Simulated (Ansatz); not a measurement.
Z-matrix (Å, degrees):
```
Si
C 1 2.364
B 1 2.033 2 41.6
N 1 1.853 2 33.2 3 179.0
H 1 1.494 2 121.4 3 -110.6
H 1 1.494 2 122.7 3 110.1
H 2 1.096 1 170.0 3 177.4
H 3 1.210 1 116.5 2 109.8
H 3 1.209 1 118.1 2 -111.2
H 4 1.014 1 141.4 2 179.5
```

Charge 0, multiplicity 1. The bonds changed during the relaxation, so this is another structure than the one it started from.

Q: List the PBE0/def2-TZVPP orbital energies in eV (the Gaussian-basis code of Ansatz). (An estimate is asked.)

A: Ansatz gave: Occupied: -1802.58, -393.06, -280.35, -182.54, -144.87, -99.61, -99.50, -99.44, -27.06, -18.71, -16.77, -14.49, -12.91, -11.69, -11.22, -9.22, -8.86, -8.32, -7.08. Lowest empty: -1.50, -0.27, 1.05, 1.55, 1.78, 2.12, 2.31, 3.09.
